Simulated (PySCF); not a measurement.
Species: C5H4F2.
SMILES with atom numbers: `[F:1][C:2]1=[C:3]([F:4])[CH2:5][CH:6]=[CH:7]1` (hydrogens: H8, H9 on C5; H10 on C6; H11 on C7)

Computed by this run: PBE0-D3(BJ)/def2-SVP geometry optimisation, gas phase (PySCF 2.14.0); density fitting, grid level 1; the optimiser is geomeTRIC in internal coordinates, started from a GFN2-xTB structure with every atom displaced at random (about 0.01 Å).

Step 0: E = -10663.0988 eV
```
atom  x, y, z in Å  |  force x, y, z in eV/Å
F1      2.3229    1.1461   -0.3496   -1.148  -0.535   0.159
C2      1.1135    0.5698   -0.1689    1.567   0.205  -0.427
C3      0.7454   -0.6738   -0.5230    1.584  -1.297  -1.054
F4      1.5338   -1.6055   -1.1420   -1.090   1.153   0.790
C5     -0.6556   -0.9301   -0.1381    0.854   1.118   0.880
C6     -1.0423    0.3799    0.4965    0.296  -0.484  -0.227
C7      0.0041    1.2255    0.4643   -0.519   0.078   0.191
H8     -0.7195   -1.7521    0.5636   -0.115  -0.588   0.493
H9     -1.2685   -1.1643   -0.9723   -0.917  -0.389  -1.243
H10    -2.0152    0.5529    0.9124   -0.585   0.220   0.258
H11     0.0261    2.2311    0.8462    0.072   0.519   0.181
```

Step 1: E = -10663.1027 eV
```
atom  x, y, z in Å  |  force x, y, z in eV/Å
F1      2.2824    1.1566   -0.4211    0.289   0.145   0.156
C2      1.1642    0.5401   -0.0958   -0.367   0.050  -0.188
C3      0.8102   -0.7134   -0.4378   -0.716   0.337  -0.072
F4      1.4136   -1.5284   -1.2711    0.660  -0.503  -0.008
C5     -0.6197   -0.9368   -0.0799   -0.083  -0.173  -0.347
C6     -1.0394    0.3748    0.5010   -0.208   0.037  -0.021
C7      0.0143    1.2153    0.5106    0.128   0.018  -0.049
H8     -0.7894   -1.7693    0.6284    0.064  -0.011  -0.053
H9     -1.1564   -1.2042   -1.0210   -0.004   0.147   0.368
H10    -2.0591    0.5919    0.8299    0.172  -0.045   0.150
H11     0.0239    2.2527    0.8458    0.066  -0.001   0.065
```

**Question.** Estimate the geometry and energy of step 2. (The exact step hangs on the optimiser's Hessian estimate; all steps are aligned on step 1, rigid shifts and turns removed.)

**Answer.** E = -10663.2010 eV, largest force 0.401 eV/Å
```
atom  x, y, z in Å  |  force x, y, z in eV/Å
F1      2.2939    1.1703   -0.3787    0.000  -0.130   0.018
C2      1.1469    0.5539   -0.1459   -0.257   0.076   0.060
C3      0.7902   -0.7047   -0.4764   -0.002   0.173  -0.362
F4      1.4823   -1.5663   -1.2071    0.054  -0.101   0.237
C5     -0.6391   -0.9321   -0.1114    0.132  -0.057  -0.078
C6     -1.0459    0.3777    0.4915    0.012   0.021  -0.039
C7      0.0065    1.2213    0.4774    0.019   0.001   0.052
H8     -0.7748   -1.7601    0.6079    0.045  -0.036  -0.023
H9     -1.2155   -1.2040   -1.0162   -0.045   0.074   0.091
H10    -2.0395    0.5801    0.8910    0.028  -0.020   0.049
H11     0.0395    2.2434    0.8571    0.015   0.000  -0.006
```

The energy changes by -0.0982 eV. The first-order estimate −F·Δx gives -0.1452 eV and the mean of the old and new forces, exact on a quadratic surface, -0.0954 eV. The step makes an angle of 54° with the force vector and moves no atom by more than 0.101 Å.

The cost below is that of the whole optimisation. Hardware: one thread of an Arm Neoverse V1, no GPU, shared host with 32 logical CPUs at a one-minute load of 30. Cost: 43 s wall, 0.52 GiB resident at most.
